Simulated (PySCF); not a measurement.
## Removing an electron from (H2Al-mu-I)2

Species: (H2Al-mu-I)2.
Structure used (PBE0-D3(BJ)/def2-SVP), in Å, numbered top down from 1:
```
atom  x, y, z in Å
Al1   -1.3095   -0.0890    1.2298
H2    -1.1137   -1.2056    2.3277
H3    -2.5020    0.9366    1.0885
I4     0.9820    1.3133    1.1031
Al5    1.3459    0.0646   -1.2472
H6     1.2206    1.1558   -2.3816
H7     2.5015   -0.9920   -1.0427
I8    -0.9866   -1.2694   -1.1614
```

Level: PBE0/def2-SVPD (PySCF). Frontier orbitals with their largest atomic shares (Löwdin; up to four atoms above 4 %):

| orbital | ε (eV) | main atoms |
| --- | --- | --- |
| HOMO−3 | -8.86 | I8 45 %, I4 45 %, Al1 5 %, Al5 5 % |
| HOMO−2 | -8.61 | I8 25 %, I4 25 %, Al5 13 %, Al1 13 % |
| HOMO−1 | -8.33 | I4 46 %, I8 45 %, Al5 4 %, Al1 4 % |
| HOMO | -7.83 | ? |
| LUMO | -1.32 | I4 23 %, I8 23 %, Al1 19 %, Al5 19 % |
| LUMO+1 | -1.19 | Al1 22 %, Al5 22 %, I4 18 %, I8 18 % |
| LUMO+2 | -0.44 | I8 31 %, I4 31 %, Al1 14 %, Al5 14 % |

What vertical ionisation energy does ΔSCF give, and how far is −ε(HOMO) from it?

ΔSCF: 9.49 eV (915 kJ/mol; threshold wavelength 131 nm); ⟨S²⟩ of the doublet left behind is 0.756, against 0.75 for a pure doublet. −ε(HOMO) is 7.83 eV, 1.66 eV below it. For the exact functional −ε(HOMO) would equal the first vertical ionisation energy; PBE0 (global hybrid, 25 % exact exchange) falls short of its own ΔSCF value by 17 %. Holes in the HOMO−1 and HOMO−2 were tried too where these lie within 1.2 eV of the HOMO; the lowest converged state counts.

On which atoms does the HOMO lie?

I8 (iodine bonded to 2 Al) 26 %, I4 (iodine bonded to 2 Al) 26 %, Al5 (aluminium bonded to 2 I and 2 H) 10 %, Al1 (aluminium bonded to 2 I and 2 H) 10 %, so no atom holds as much as 40 %. The HOMO−1 lies 0.50 eV lower.

What kinetic energy would electrons from this vertical process carry with 118.2 nm light (10.49 eV)?

10.49 − 9.49 = 1.00 eV.

What total energies stand behind the ΔSCF value?

E(N) = -1082.42207 Eh and E(N − 1) = -1082.07339 Eh at the same geometry, 0.34868 Eh apart.

Shift the occupied levels rigidly so that −ε(HOMO) equals the ΔSCF value. What binding energies result?

The shift is +1.66 eV: HOMO 9.49, HOMO−1 9.99, HOMO−2 10.27, HOMO−3 10.52 eV. A rigid shift is only a rough guide to the deeper ionisations.

How many of the 15 lowest singlet excitations (vertical TDDFT, same level) lie below the ionisation energy?

All 15; they run from 5.32 to 7.08 eV.

One conformer (not necessarily the lowest) at the PBE0-D3(BJ)/def2-SVP geometry, without solvent, vibrations or thermal averaging. Atoms past krypton carry effective core potentials; spin–orbit coupling is left out.

The run behind these numbers computed excited states and ΔSCF ions as well. On Arm Neoverse V1, one thread, no GPU, shared host, this took 1.8 min of wall time (grids of density and orbitals included) and 0.66 GiB of memory at its peak.
